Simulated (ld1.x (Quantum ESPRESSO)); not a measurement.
# What the settings do to the TM potential of phosphorus

Base potential:

phosphorus, norm-conserving Troullier–Martins (Kleinman–Bylander form), made with ld1.x (Quantum ESPRESSO) 7.5 (PBEsol, non-relativistic). Core [Ne], reference 3s2 3p1.5 (charge +1.5). Waves: 3s (bound): rc 1.45 bohr; 3d channel at 0.1 Ry: rc 1.20 bohr; 3p (bound): rc 1.50 bohr. Local part: the p channel. Core correction: Bessel-smoothed model core inside 1.20 bohr.

All-electron outer shells of the reference configuration (PBEsol, non-relativistic, ld1.x):

| shell | level (eV) | outermost node (bohr) | outermost maximum (bohr) |
| --- | --- | --- | --- |
| 3s | -28.33 | 0.66 | 1.54 |
| 3p | -19.08 | 0.64 | 1.72 |

Cutoffs, loose and tight: the cutoffs (Ry, on a coarse ladder) from which the occupation-weighted sum of valence levels, in a spherical-Bessel basis at the reference potential, stays within 10 and 1 mRy of its value at 400 Ry. They do not see the model core or the augmentation charge, which bear on the density cutoff. Test errors are all-electron minus pseudo excitation energies from the reference, over the configurations 3s2 3p3; 3s2 3p2; 3s2 3p1; 3s2 3p0; 3s2 3p2.5; 3s0 3p5; 3s1 3p4. A dash means not determined; rows that change the core or the reference have their own tests.

```tsv
change	outcome	cutoff, loose	cutoff, tight	bound ghosts	largest test error (meV)
base	generated	30 Ry	50 Ry	none	+30
core correction Bessel-smoothed model core inside 0.60 bohr	generated	30 Ry	50 Ry	none	+28
core correction Bessel-smoothed model core inside 0.78 bohr	generated	30 Ry	50 Ry	none	+28
core correction Bessel-smoothed model core inside 1.06 bohr	generated	30 Ry	50 Ry	none	+29
core correction Bessel-smoothed model core inside 1.24 bohr	generated	30 Ry	50 Ry	none	+30
core correction Bessel-smoothed model core inside 1.36 bohr	generated	30 Ry	50 Ry	none	+27
```

(1) What comes out with this change to the base: core correction none?

Results:

(1) outcome: generated; cutoff, loose: 30 Ry; cutoff, tight: 50 Ry; bound ghosts: none; largest test error (meV): +34.
